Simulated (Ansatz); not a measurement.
Gas-phase electronic energies from Ansatz, PBE0-D4/def2-TZVP geometries. CCSD(T)/CBS adds triple-zeta CCSD(T) − MP2 to the extrapolated MP2 energy (def2 sets, frozen cores). This one scheme is used for every species. Functionals use def2-TZVPP. B3LYP here is the variant with VWN-RPA as its local correlation; programs differ in this. For Ge outer-core shells are correlated without core-valence functions, which leaves a few kJ/mol of doubt a bond. Scalar relativity is left out up to krypton. One conformer a species, not always the lowest.

Reaction (ligand exchange at a Ge–C bond): `[CH3][GeH2][Cl]` + `F[Si](F)(S)Cl` → `F[Si](F)(Cl)[S][GeH2][Cl]` + CH₄

`[CH3][GeH2][Cl]`:

```xyz
8

C     0.418    0.953    0.230
Ge   -0.332   -0.735   -0.363
Cl   -0.740   -1.921    1.401
H     1.338    0.774    0.786
H    -0.294    1.467    0.876
H     0.639    1.585   -0.632
H     0.649   -1.556   -1.213
H    -1.677   -0.568   -1.086
```

`F[Si](F)(S)Cl`:

Z-matrix (Å, degrees):
```
Si
F 1 1.575
S 1 2.095 2 106.6
F 1 1.577 2 107.6 3 120.6
Cl 1 2.020 2 109.4 3 -123.8
H 3 1.345 1 92.5 2 -175.9
```

`F[Si](F)(Cl)[S][GeH2][Cl]`:

Cartesian coordinates in Å:
```
F -0.794 1.604 -0.691
Si -0.845 0.178 -1.370
F -2.244 0.033 -2.080
Cl 0.582 0.117 -2.791
S -0.696 -1.342 0.065
Ge 0.625 -0.333 1.551
Cl 2.502 0.167 0.642
H -0.002 0.968 2.051
H 0.871 -1.393 2.624
```

CH₄:

Z-matrix (Å, degrees):
```
C
H 1 1.090
H 1 1.090 2 109.5
H 1 1.090 2 109.5 3 -120.0
H 1 1.090 2 109.5 3 120.0
```

(1) Is it downhill or uphill in electronic energy at CCSD(T)/CBS, and by how much? (Best estimate.)

(2) What do these levels give: r2SCAN-D4, PBE0-D4, ωB97X-V, ωB97M-V, B2PLYP, PBE, r2SCAN, B3LYP, CCSD(T)/def2-TZVPP, MP2/def2-QZVPP, SCS-MP2/def2-QZVPP, MP2/CBS(def2)? (An estimate is asked.)

Largest T1 diagnostic among the species: 0.011.

## Answers

(1) The calculation gave: Downhill: ΔE = -14.9 kcal/mol.

(2) The calculation gave: r2SCAN-D4 -16.2, PBE0-D4 -16.2, ωB97X-V -14.9, ωB97M-V -15.3, B2PLYP -14.5, PBE -14.5, r2SCAN -15.6, B3LYP -13.6, CCSD(T)/def2-TZVPP -14.3, MP2/def2-QZVPP -15.8, SCS-MP2/def2-QZVPP -15.0, MP2/CBS(def2) -16.1 kcal/mol.

The D4 term adds −3.3 kcal/mol with B3LYP and −1.9 kcal/mol with PBE0; it sums over pairs of atoms, weighted by their polarisabilities, and B3LYP, whose exchange is more repulsive, gets the larger term. In def2-TZVPP, CCSD(T) changes the Hartree–Fock value by −1.1 kcal/mol (the triples alone add −0.7 kcal/mol) and MP2 by −2.3 kcal/mol.
